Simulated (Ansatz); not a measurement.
Energy difference 5 R1 + R2 → P1 + P2 + P3 + 3 P4, each structure at its B3LYP-D3(BJ)/def2-SVP stationary point, reached from a drawn start (curvature not checked).
P1: CH4 (SMILES C), charge 0, multiplicity 1.
R1, H2 (SMILES [H][H]) (charge 0, multiplicity 1):
```xyz
2

H      0.00000     0.00000     0.38043
H      0.00000     0.00000    -0.38043
```
P2, H2O (SMILES O) (charge 0, multiplicity 1, Z-matrix in Å and degrees):
```
O
H 1 0.9667
H 1 0.9667 2 103.09
```
P3: NH3 (SMILES N), charge 0, multiplicity 1.
P4, SiH4 (SMILES [SiH4]) (charge 0, multiplicity 1):
```xyz
5

Si     0.0000     0.0000     0.0000
H      0.8605     0.8605     0.8605
H     -0.8605    -0.8605     0.8605
H     -0.8605     0.8605    -0.8605
H      0.8605    -0.8605    -0.8605
```
R2: CH11NOSi3 (SMILES C[SiH](N[SiH3])O[SiH3]), charge 0, multiplicity 1.

P less R. No zero-point or thermal terms. One arrangement of each flexible species, with no search for the lowest.

Cores are frozen in the correlated methods.

Run with Ansatz (Gaussian orbitals). No computed number here is a measurement.

Total energies in hartree:

```json
[
 {"structure": "P1", "PBE/def2-TZVPP": "-40.464360", "r2SCAN/def2-TZVPP": "-40.500583", "CCSD(T)/cc-pV(D+d)Z": "-40.387577"},
 {"structure": "R1", "PBE/def2-TZVPP": "-1.166089", "r2SCAN/def2-TZVPP": "-1.171062", "CCSD(T)/cc-pV(D+d)Z": "-1.163674"},
 {"structure": "P2", "PBE/def2-TZVPP": "-76.380213", "r2SCAN/def2-TZVPP": "-76.423123", "CCSD(T)/cc-pV(D+d)Z": "-76.241267"},
 {"structure": "P3", "PBE/def2-TZVPP": "-56.510747", "r2SCAN/def2-TZVPP": "-56.548392", "CCSD(T)/cc-pV(D+d)Z": "-56.402647"},
 {"structure": "P4", "PBE/def2-TZVPP": "-291.721820", "r2SCAN/def2-TZVPP": "-291.854122", "CCSD(T)/cc-pV(D+d)Z": "-291.399762"},
 {"structure": "R2", "PBE/def2-TZVPP": "-1042.751190", "r2SCAN/def2-TZVPP": "-1043.257828", "CCSD(T)/cc-pV(D+d)Z": "-1041.464423"}
]
```

Work out the reaction energy at each level in kcal/mol (1 hartree = 627.50947 kcal/mol), and say how far PBE/def2-TZVPP lies from CCSD(T)/cc-pV(D+d)Z.


- PBE/def2-TZVPP: 3 × (-291.721820) + (-40.464360) + (-76.380213) + (-56.510747) − (-1042.751190) − 5 × (-1.166089) = 0.060855 hartree = 38.19 kcal/mol
- r2SCAN/def2-TZVPP: 3 × (-291.854122) + (-40.500583) + (-76.423123) + (-56.548392) − (-1043.257828) − 5 × (-1.171062) = 0.078674 hartree = 49.37 kcal/mol
- CCSD(T)/cc-pV(D+d)Z: 3 × (-291.399762) + (-40.387577) + (-76.241267) + (-56.402647) − (-1041.464423) − 5 × (-1.163674) = 0.052016 hartree = 32.64 kcal/mol
PBE/def2-TZVPP less CCSD(T)/cc-pV(D+d)Z: 5.55 kcal/mol. CCSD(T)/cc-pV(D+d)Z is the level counted from, the highest shown, and no exact or measured value.

Ansatz is an electronic-structure program.
